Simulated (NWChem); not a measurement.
System: C2H9NSi; SMILES [SiH3][C@@H](C)N

Output (shortened):

```
             Northwest Computational Chemistry Package (NWChem) 7.3.0
             --------------------------------------------------------

 C1  symmetry detected

                             Geometry "geometry" -> ""
                             -------------------------

 Output coordinates in angstroms (scale by  1.889725989 to convert to a.u.)

  No.       Tag          Charge          X              Y              Z
 ---- ---------------- ---------- -------------- -------------- --------------
    1 C                    6.0000    -1.20388545     1.23687932     0.10866803
    2 C                    6.0000     0.02011791     0.48562022    -0.39827188
    3 N                    7.0000     1.23803231     1.13321569     0.09188632
    4 Si                  14.0000    -0.02752980    -1.37350913     0.03669214
    5 H                    1.0000    -1.12352243     2.30454919    -0.15039329
    6 H                    1.0000    -1.29094070     1.16854980     1.20642580
    7 H                    1.0000    -2.13501766     0.83840169    -0.32248938
    8 H                    1.0000     0.03175117     0.56262085    -1.50095215
    9 H                    1.0000     2.07122877     0.68603369    -0.28634887
   10 H                    1.0000     1.30253685     1.04979205     1.10645580
   11 H                    1.0000     1.20013369    -2.03729258    -0.50818953
   12 H                    1.0000    -0.00354674    -1.51669404     1.52889711
   13 H                    1.0000    -1.23082677    -2.09433996    -0.49267661

 Effective nuclear repulsion energy (a.u.)     174.7553171220

                                 NWChem DFT Module
                                 -----------------

 Summary of "ao basis" -> "ao basis" (spherical)
 ------------------------------------------------------------------------------
       Tag                 Description            Shells   Functions and Types
 ---------------- ------------------------------  ------  ---------------------
 C                         def2-tzvp                11       31   5s3p2d1f
 N                         def2-tzvp                11       31   5s3p2d1f
 Si                        def2-tzvp                13       37   5s5p2d1f
 H                         def2-tzvp                 4        6   3s1p

            General Information
            -------------------
          SCF calculation type: DFT
          Wavefunction type:  closed shell.
          No. of atoms     :    13
          No. of electrons :    42
           Alpha electrons :    21
            Beta electrons :    21
          Charge           :     0
          Spin multiplicity:     1
          Use of symmetry is: off; symmetry adaption is: off
          Maximum number of iterations: 150
          AO basis - number of functions:   184
                     number of shells:    82
          Convergence on energy requested:  1.00D-06
          Convergence on density requested:  1.00D-05
          Convergence on gradient requested:  5.00D-04

              XC Information
              --------------
                         B3LYP Method XC Potential
                     Hartree-Fock (Exact) Exchange  0.200
                        Slater Exchange Functional  0.800 local
                    Becke 1988 Exchange Functional  0.720 non-local
              Lee-Yang-Parr Correlation Functional  0.810
                  VWN I RPA Correlation Functional  0.190 local

             Grid Information
             ----------------
          Grid used for XC integration:  medium
          Radial quadrature: Mura-Knowles
          Angular quadrature: Lebedev.
          Tag              B.-S. Rad. Rad. Pts. Rad. Cut. Ang. Pts.
          ---              ---------- --------- --------- ---------
          C                   0.70       49          11.0       434
          N                   0.65       49          11.0       434
          Si                  1.10       88          11.0       590
          H                   0.35       45          12.0       434
          Grid pruning is: on
          Number of quadrature shells:   640
          Spatial weights used:  Erf1

      Superposition of Atomic Density Guess
      -------------------------------------

 Sum of atomic energies:        -422.98790153

      Non-variational initial energy
      ------------------------------

 Total energy =    -425.339505
 1-e energy   =    -926.333738
 2-e energy   =     326.238916
 HOMO         =      -0.275662
 LUMO         =       0.046168

------------------------------------------------------------
EAF file 0: "./job.aoints.0" size=704118784 bytes
------------------------------------------------------------
               write      read    awrite     aread      wait
               -----      ----    ------     -----      ----
     calls:     1343         0         0         0         0
   data(b): 7.04e+08  0.00e+00  0.00e+00  0.00e+00
   time(s): 0.00e+00  0.00e+00  0.00e+00  0.00e+00  0.00e+00
rate(mb/s): 0.00e+00  0.00e+00
------------------------------------------------------------

     ---------------------------------------------
      Total Density - Mulliken Population Analysis
     ---------------------------------------------

[...]
```

Level: B3LYP/def2-TZVP. Coordinates come from a PBE0/def2-SVP optimisation.

**Question.** Reconstruct the input file.

**Answer.** Several could match; the one computed here: the input that was run:
```
start job
memory heap 200 mb stack 900 mb global 1100 mb
geometry units angstroms noautoz
  C     -1.222073     1.229855     0.102681
  C      0.017725     0.500274    -0.397494
  N      1.221173     1.162717     0.108305
  Si    -0.006155    -1.362178     0.025032
  H     -1.155281     2.300284    -0.148736
  H     -1.318357     1.153021     1.199105
  H     -2.143064     0.820384    -0.339809
  H      0.038515     0.584686    -1.499497
  H      2.064470     0.730501    -0.264910
  H      1.277429     1.073597     1.122881
  H      1.236348    -2.003991    -0.512485
  H      0.006014    -1.514795     1.516445
  H     -1.193525    -2.097371    -0.520308
end
basis spherical
  * library def2-tzvp
end
dft
  xc b3lyp
  iterations 150
  semidirect filesize 400000000
  mulliken
end
task dft energy
```
